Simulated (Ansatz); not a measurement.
System: LiO, net charge 0, doublet state. 
Coordinates optimised at B3LYP-D3(BJ)/def2-TZVP (Ansatz, an electronic-structure program):
```
Li
O 1 1.6831
```
Charge 0, spin multiplicity 2.

Basis-set convergence of Hartree-Fock and MP2 correlation energies (hartree) with Ansatz. Correlated levels leave the core frozen unless marked. Open shells are spin-unrestricted. No spin-orbit coupling. Non-relativistic.

| basis | functions | E(HF) | E(corr, MP2) |
|---|---|---|---|
| def2-SVP | 23 | -82.20687 | -0.14979 |
| def2-TZVPP | 50 | -82.31221 | -0.20319 |
| def2-QZVPP | 92 | -82.31725 | -0.22353 |

Extrapolating the two largest sets (X = 3 and 4) as X^-3: E(corr) = (64·(-0.22353) - 27·(-0.20319))/37 = -0.2384 Eh, an estimate of the basis-set limit. The largest set recovers 93.8 % of it, the smallest 62.8 %.
